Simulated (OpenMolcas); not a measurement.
Levels of neutral carbon by method

```yaml
Program: OpenMolcas
Basis: ANO-RCC-VDZP [3s2p1d]
Scalar_Hamiltonian: DKH2, point nucleus
Active_space: 4 electrons in 4 orbitals (2s 2p)
State_averaging: 2S+1 = 3 even, 3 roots; 2S+1 = 1 even, 6 roots; 2S+1 = 5 odd, 1 root; 2S+1 = 3 odd, 8 roots
Spin-orbit_coupling: state interaction with AMFI integrals over the reference wave functions, term energies averaged over their components
```

Methods on the same reference wave functions:
A. CASSCF
B. SS-CASPT2, IPEA 0.25 Eh, imaginary shift 0.1 Eh (closed shells correlated: 1s)
C. XMS-CASPT2, IPEA 0.25 Eh, imaginary shift 0.1 Eh (closed shells correlated: 1s)

Energies in cm-1 above 2s2 2p2 3P0, the measured ground level; measured values from NIST Handbook of Basic Atomic Spectroscopic Data.

```tsv
Level	A	B	C	Measured
2s2 2p2 3P0	0.0	0.0	0.0	0.0
2s2 2p2 3P1	14.9	14.9	14.9	16.4
2s2 2p2 3P2	44.6	44.6	44.6	43.4
2s2 2p2 1D2	12923	11310	11390	10193
2s2 2p2 1S0	21539	22240	22760	21648
2s 2p3 5S* 2	23555	29090	29620	33735
2s 2p3 3D* 2	68778	64250	64670	64091
2s 2p3 3D* 1	68778	64250	64670	64090
2s 2p3 3D* 3	68778	64250	64670	64087
2s 2p3 3P* 0	81538	78060	78360	75256
2s 2p3 3P* 1	81538	78060	78360	75254
2s 2p3 3P* 2	81538	78060	78360	75255
```

Deviations, from unrounded energies. A percentage is the sum of absolute deviations over the sum of measured energies, with the sign that they share, or ± where signs differ.

| Against measurement | Levels | A | B | C |
| --- | --- | --- | --- | --- |
| mean absolute deviation (cm-1) | 11 | 4200 | 1400 | 1600 |
| fine structure of the ground term (%) | 2 | ±4.4 | ±4.4 | ±4.4 |
| other terms of the ground configuration (%) | 2 | ±8.9 | +5.4 | +7.3 |
| other configurations (%) | 7 | ±9.5 | ±3.0 | ±3.4 |

B lies closest to measurement on these levels and A furthest from it. The largest miss of B in the table is 2s 2p3 5S* 2, by -4600 cm-1. The ranking rests on the paired levels alone, and a cruder setting can come out closer through cancelling errors.

Between B and C the level of the table that moves most is 2s 2p3 5S* 2, by 530 cm-1 (lowest in B, highest in C). Moves below CASPT2's spread within the term are not significant.

The mean deviations of B to C differ by less than CASPT2's widest spread within a term (890 cm-1), so their order carries little weight.

From A to B the spin-free energies of the other terms of 2s2 2p2 shown, above 3P, scale by factors of 0.87 to 1.03.

The lowest spin-free term lies below A's lowest term by 0.053 hartree in B, 0.055 hartree in C.

CASPT2 does not keep the components of a term degenerate, so their means are used; among the terms shown or strongly mixed into the levels shown the widest spread is 890 cm-1 (2s 2p3 3D*, C). Without dynamic correlation excited terms often stand tens of per cent too high (terms of higher spin than the ground term too low), and those without a measured partner can miss by more than the paired ones (holds for A). Computed and measured levels are paired by configuration, term and J; levels that our copy of the source lacks, or whose pairing is in doubt (as where it misses far off the trend of its configuration), stay unpaired and out of the deviations. Only configurations of the active space appear.

* marks odd parity.
